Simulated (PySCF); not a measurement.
# How methods differ on the excitation energy of B

B [He] 2s2 2p1 (2P) → B [He] 2s1 2p1 3d1 (high-spin determinant), as a difference of total energies. Computed with PySCF 2.14 in x2c-QZVPPall with one added diffuse shell each of s, p, d, f type (8s5p4d3f1g, 73 functions), with scalar relativity by spin-free X2C-1e. Correlated levels: valence and next inner shell: nothing frozen. The calculations carry no spin-orbit coupling.

```json
{"method": "UHF", "excitation energy (cm⁻¹)": "85359"}
{"method": "MP2 (valence and next inner shell)", "excitation energy (cm⁻¹)": "94311"}
{"method": "SCS-MP2 (valence and next inner shell)", "excitation energy (cm⁻¹)": "96639"}
{"method": "CCSD (valence and next inner shell)", "excitation energy (cm⁻¹)": "97502"}
{"method": "CCSD(T) (valence and next inner shell)", "excitation energy (cm⁻¹)": "97839"}
```

The upper state lies above the first ionisation limit, but in LS coupling its spin forbids autoionisation to the ground ion. A Rydberg-like electron needs more diffuse functions than a valence basis has.

The promoted electron is Rydberg-like, and one or two diffuse shells describe it only roughly, which tends to raise the upper state.

The determinant of the upper state mixes LS terms, which raises its energy above the lowest term, most at the Hartree-Fock and MP2 levels.
